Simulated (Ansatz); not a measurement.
A run of Ansatz (development build ahead of 0.2.0) on singlet H8 at this shape:

```yaml
atoms:
  - { symbol: H, position_ang: [1.3095, 0.0000, 0.3589] }
  - { symbol: H, position_ang: [0.0000, 1.3095, 0.3589] }
  - { symbol: H, position_ang: [-1.3095, 0.0000, 0.3589] }
  - { symbol: H, position_ang: [0.0000, -1.3095, 0.3589] }
  - { symbol: H, position_ang: [1.3095, 0.0000, -0.3589] }
  - { symbol: H, position_ang: [0.0000, 1.3095, -0.3589] }
  - { symbol: H, position_ang: [-1.3095, 0.0000, -0.3589] }
  - { symbol: H, position_ang: [0.0000, -1.3095, -0.3589] }
```

Its results:

```json
{
 "Converged": "yes",
 "Reference energy": "-4.43608 hartree",
 "Correlation energy": "-0.11360 hartree",
 "Total energy": "-4.54969 hartree"
}
```

Forces (eV/Å):
| atom | Fx | Fy | Fz |
| --- | --- | --- | --- |
| H1 | 1.015 | 0.000 | 0.798 |
| H2 | 0.000 | 1.015 | 0.798 |
| H3 | -1.015 | 0.000 | 0.798 |
| H4 | 0.000 | -1.015 | 0.798 |
| H5 | 1.015 | 0.000 | -0.798 |
| H6 | 0.000 | 1.015 | -0.798 |
| H7 | -1.015 | 0.000 | -0.798 |
| H8 | 0.000 | -1.015 | -0.798 |

Which input gives this output? Name the method, the orbitals and the basis set, and write the input.

RHF-MP2 in def2-SVP. An unrestricted run that stays on the closed shell gives the same numbers.

```yaml
crystal:
  periodic: [false, false, false]
  atoms:
    - { symbol: H, position_ang: [1.3095, 0.0, 0.3589] }
    - { symbol: H, position_ang: [0.0, 1.3095, 0.3589] }
    - { symbol: H, position_ang: [-1.3095, 0.0, 0.3589] }
    - { symbol: H, position_ang: [0.0, -1.3095, 0.3589] }
    - { symbol: H, position_ang: [1.3095, 0.0, -0.3589] }
    - { symbol: H, position_ang: [0.0, 1.3095, -0.3589] }
    - { symbol: H, position_ang: [-1.3095, 0.0, -0.3589] }
    - { symbol: H, position_ang: [0.0, -1.3095, -0.3589] }
basis:
  gaussian: { orbitals: def2-SVP }
hamiltonian:
  xc: hf
correlation:
  method: mp2
  frozen_orbitals: { H: 0 }
output:
  forces: true
```
